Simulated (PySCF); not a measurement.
How exact exchange moves a shielding

Molecule: `CC#CB[SiH2]N`, C3H8BNSi.

Molfile (atoms numbered from 1):
```
C3H8BNSi
     RDKit          3D

 14 13  0  0  0  0  0  0  0  0999 V2000
   -3.5568    0.3734   -0.1652 C   0  0  0  0  0  0  0  0  0  0  0  0
   -2.1318    0.6216   -0.2150 C   0  0  0  0  0  0  0  0  0  0  0  0
   -0.9278    0.8472   -0.2634 C   0  0  0  0  0  0  0  0  0  0  0  0
    0.5512    1.0737   -0.3095 B   0  0  0  0  0  0  0  0  0  0  0  0
    1.8412   -0.3624    0.2708 Si  0  0  0  0  0  4  0  0  0  0  0  0
    3.4034   -0.0645   -0.4354 N   0  0  0  0  0  0  0  0  0  0  0  0
   -4.0462    1.0848    0.5194 H   0  0  0  0  0  0  0  0  0  0  0  0
   -4.0049    0.5236   -1.1607 H   0  0  0  0  0  0  0  0  0  0  0  0
   -3.7919   -0.6489    0.1697 H   0  0  0  0  0  0  0  0  0  0  0  0
    0.9692    2.1606   -0.6487 H   0  0  0  0  0  0  0  0  0  0  0  0
    1.8007   -0.3689    1.7839 H   0  0  0  0  0  0  0  0  0  0  0  0
    1.4110   -1.7384   -0.1368 H   0  0  0  0  0  0  0  0  0  0  0  0
    3.7502    0.8885   -0.4414 H   0  0  0  0  0  0  0  0  0  0  0  0
    4.1635   -0.7148   -0.2684 H   0  0  0  0  0  0  0  0  0  0  0  0
  1  2  1  0
  2  3  3  0
  3  4  1  0
  4  5  1  0
  5  6  1  0
  1  7  1  0
  1  8  1  0
  1  9  1  0
  4 10  1  0
  5 11  1  0
  5 12  1  0
  6 13  1  0
  6 14  1  0
M  END
```

GIAO shieldings (ppm, equivalent atoms averaged) in PySCF 2.14 on the PBE0-D3(BJ)/def2-SVP geometry, basis pcSseg-1, gas phase, non-relativistic:

```csv
functional,exact exchange (%),σ(C3),σ(C1),σ(B4),σ(Si5)
BLYP,0,66.8,165.1,5.4,372.5
BP86,0,70.1,168.8,8.3,379.9
PBE,0,69.7,169.3,6.2,380.3
B3LYP,20,77.9,170.0,8.8,386.6
mPW1PW91,25,83.4,173.7,12.0,396.6
BHandHLYP,50,92.7,175.9,15.1,406.8
HF,100,115.8,184.1,29.8,441.2
```

Question: Fit each shielding as a line in the percentage of exact exchange.

Answer: σ(C3) = 69.3 + 0.47 x (rms 1.4 ppm); σ(C1) = 167.8 + 0.16 x (rms 1.5 ppm); σ(B4) = 5.9 + 0.23 x (rms 1.5 ppm); σ(Si5) = 377.2 + 0.63 x (rms 3.1 ppm). The functionals also differ in their semilocal parts, which the line can't hold; Hartree–Fock has no correlation at all.

Question: What does the line predict for PBE0 (25 %), and what does the run give?

Answer: σ(C3): 81.0 predicted, 83.8 computed; σ(C1): 171.8 predicted, 174.7 computed; σ(B4): 11.7 predicted, 11.0 computed; σ(Si5): 392.9 predicted, 398.0 computed ppm.
